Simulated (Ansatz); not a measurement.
Correlation energies of C4H3F5O2 (`COC(=O)C(F)(F)C(F)(F)F`) by basis set

```xyz
14

C     2.392    0.146   -0.394
O     1.131    0.113    0.281
C     0.210   -0.646   -0.285
O     0.327   -1.295   -1.278
C    -1.108   -0.581    0.519
F    -0.864   -0.667    1.837
F    -1.884   -1.605    0.155
C    -1.901    0.725    0.263
F    -3.074    0.671    0.877
F    -2.104    0.878   -1.042
F    -1.231    1.777    0.716
H     3.017    0.817    0.189
H     2.264    0.521   -1.410
H     2.824   -0.854   -0.430
```

The species carries charge 0 and has multiplicity 1. The structure was optimised at the PBE0-D4/def2-TZVP level. It is one conformer, not always the lowest. Frozen core, restricted reference, Ansatz 0.2.0. CBS rows extrapolate triple and quadruple zeta; past MP2 they add the triple-zeta difference.

```
     basis     HF (Eh)  MP2 corr.  CCSD corr.       (T)  CCSD(T) total
  def2-SVP  -799.50819   -1.79595    -1.83371  -0.04580     -801.38770
def2-TZVPP  -800.48989   -2.32799    -2.34351  -0.08556     -802.91896
def2-QZVPP  -800.52431   -2.52774           –         –              –
 CBS(def2)  -800.52905   -2.67570    -2.69122     as TZ     -803.30583
```
